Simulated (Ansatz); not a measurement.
The cluster LiAg₁₂, relaxed as a doublet with UKS PBE-D4/def2-SVP in Ansatz, starting from packed atoms. Force threshold 0.03 eV/Å.

In the def2 sets Ag takes a core potential; there is no spin–orbit coupling. The relaxation made no stability test and no search for a lower SCF solution. No other spin state of charge 0 was run. Another isomer (doublet) lies 0.09 eV lower at r2SCAN-D4/def2-TZVP; other spin states weren't run for this one.

Start:

```xyz
13

Li   -2.297    0.738   -0.537
Ag   -3.215   -1.670   -0.564
Ag    2.580   -1.204    0.575
Ag   -0.378   -0.115    3.697
Ag   -0.627    2.603    0.919
Ag   -0.396   -3.121    1.361
Ag   -2.214   -0.538   -3.000
Ag    1.699    1.965    2.651
Ag    2.301   -0.027   -2.478
Ag    2.353    1.851   -0.068
Ag    0.056   -0.002    0.720
Ag    0.197   -1.977   -1.185
Ag   -0.056    1.497   -2.092
```

(1) Estimate the energy that the relaxation releases and the steps that it takes.

(2) Does the start keep its bonding?

(3) Predict the relaxed structure.

Results:

(1) 323.1 kJ/mol, in 14 steps; 87 s on 2 threads of AMD EPYC 7R13 on a shared host and a share (18 GiB) of an NVIDIA H100 80GB HBM3. No frequencies were taken in this run, so the end may be a saddle point.

(2) Bonds lost: Li1–Ag5, Ag5–Ag8 (atoms count from 1). Bonds formed: Li1–Ag6, Li1–Ag12, Ag2–Ag6, Ag3–Ag4, Ag3–Ag8, Ag4–Ag6 (atoms count from 1). Metal–metal contacts that move far: Ag12–Ag13 3.60 to 2.84 Å, Ag2–Ag12 3.48 to 2.78 Å, Ag7–Ag12 3.34 to 2.77 Å.

(3) 
```xyz
13

Li   -2.388    0.009   -0.433
Ag   -2.623   -2.577   -0.987
Ag    2.007   -0.838    0.741
Ag    0.473   -0.929    3.241
Ag   -0.140    3.254    0.200
Ag   -1.381   -1.916    1.421
Ag   -1.853   -0.597   -2.976
Ag    2.106    1.272    2.583
Ag    2.182   -0.124   -2.009
Ag    2.217    1.892   -0.138
Ag   -0.279    0.698    1.115
Ag   -0.090   -1.439   -1.007
Ag   -0.231    1.294   -1.751
```
Bond lengths (bridged metal pairs left out): 29 × Ag–Ag 2.72 to 3.04 Å; 6 × Ag–Li 2.65 to 2.86 Å.
